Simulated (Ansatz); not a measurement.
Isomers of CH6OSi2, relaxed with PBE0-D4/def2-TZVP in Ansatz; electronic energies, one conformer each and not always the lowest. Functionals use def2-TZVPP; CBS adds triple-zeta CCSD(T) − MP2 to the MP2 limit of def2-TZVPP and def2-QZVPP.

Question: Order them by energy at frozen-core CCSD(T)/CBS, lowest first. (Best estimate.)
A. `O=C[SiH2][SiH3]`
B. `O[SiH]1C[SiH2]1`
C. `C1O[SiH2][SiH2]1`
D. `[SiH3]C1O[SiH2]1`
E. `C1[SiH2]O[SiH2]1`

Answer: E (0.0 kJ/mol), B (216.1 kJ/mol), C (230.6 kJ/mol), D (294.9 kJ/mol), A (323.9 kJ/mol).

Question: How do PBE-D4, B3LYP-D4, MP2/CBS(def2), PBE0-D4 place them (kJ/mol, against `C1[SiH2]O[SiH2]1`)? (Best estimate.)

Answer: The calculation gave: 
```csv
isomer,PBE-D4,B3LYP-D4,MP2/CBS(def2),PBE0-D4
`O=C[SiH2][SiH3]`,282.0,297.1,351.8,307.8
`O[SiH]1C[SiH2]1`,182.3,208.3,228.1,199.3
`[SiH3]C1O[SiH2]1`,269.8,282.8,304.7,288.3
`C1O[SiH2][SiH2]1`,201.0,217.7,246.1,213.3
```

B3LYP here is the variant with VWN-RPA as its local correlation; programs differ in this.
